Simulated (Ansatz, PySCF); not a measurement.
This Ansatz (an electronic-structure program) input computes a r2SCAN/def2-TZVPD energy:

Ansatz 0.2 input:
```yaml
crystal:
  periodic: [false, false, false]
  atoms:
    - {symbol: O, position_ang: [1.72672343, -0.86871458, -0.67641087]}
    - {symbol: C, position_ang: [1.18174872, 0.10347818, -0.25439117]}
    - {symbol: C, position_ang: [-0.31702514, 0.12817975, 0.11483282]}
    - {symbol: F, position_ang: [-0.44622212, 0.46472768, 1.41214200]}
    - {symbol: F, position_ang: [-0.91571287, -1.03781772, -0.08897633]}
    - {symbol: F, position_ang: [-0.93666235, 1.07162719, -0.61928171]}
    - {symbol: H, position_ang: [1.68524708, 1.07293467, -0.08631850]}
basis:
  gaussian:
    orbitals: def2-TZVPD
hamiltonian:
  xc: {name: r2SCAN}
output: {forces: true}
```

Write an input for the same energy in PySCF and say what it gives.


```python
from pyscf import gto, scf, dft

mol = gto.M(
    atom='''
    O     1.72672343   -0.86871458   -0.67641087
    C     1.18174872    0.10347818   -0.25439117
    C    -0.31702514    0.12817975    0.11483282
    F    -0.44622212    0.46472768    1.41214200
    F    -0.91571287   -1.03781772   -0.08897633
    F    -0.93666235    1.07162719   -0.61928171
    H     1.68524708    1.07293467   -0.08631850
    ''',
    basis='def2-tzvpd',
    charge=0,
    spin=0,
    verbose=4,
)

mf = dft.RKS(mol, xc='r2scan').density_fit(auxbasis='def2-universal-jkfit')
mf.grids.level = 4
mf.conv_tol = 1e-9
mf.max_cycle = 100
mf.max_memory = 1500
mf.kernel()
if not mf.converged:
    mf = mf.newton()
    mf.kernel(mf.make_rdm1())
mf.analyze()
```
It gives -451.55109 Eh, and Ansatz -451.55100 Eh, a difference of 0.09 mEh, from the treatment of integrals and grids.
